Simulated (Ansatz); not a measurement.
Reaction (formal loss of a carbene): `C[O][Al]([F])[SiH3]` → `[CH2]` (triplet) + `[OH][Al]([F])[SiH3]`

Computed with Ansatz on PBE0-D4/def2-TZVP structures; ΔE is electronic, products minus reactants. CBS: MP2 limit from def2 TZ/QZ plus the TZ coupled-cluster correction, frozen cores. This one scheme is used for every species. Triplets are unrestricted, without spin–orbit coupling. One conformer a species, not always the lowest.

| species | CCSD(T)/CBS(def2) energy (Eh) |
| --- | --- |
| `C[O][Al]([F])[SiH3]` | -747.83712 |
| `[CH2]` (triplet) | -39.09499 |
| `[OH][Al]([F])[SiH3]` | -708.60114 |

Problem. Work out ΔE.

Solution. ΔE = (-39.09499) + (-708.60114) − (-747.83712) = 0.14099 Eh = +370.2 kJ/mol.

Largest T1 diagnostic among the species: 0.013.

From BLYP to BHLYP (50 % exact exchange), in def2-TZVPP and without D4, ΔE moves by −7.5 kJ/mol. In def2-TZVPP, CCSD(T) changes the Hartree–Fock value by +124.4 kJ/mol (the triples alone add +10.2 kJ/mol) and MP2 by +131.2 kJ/mol.
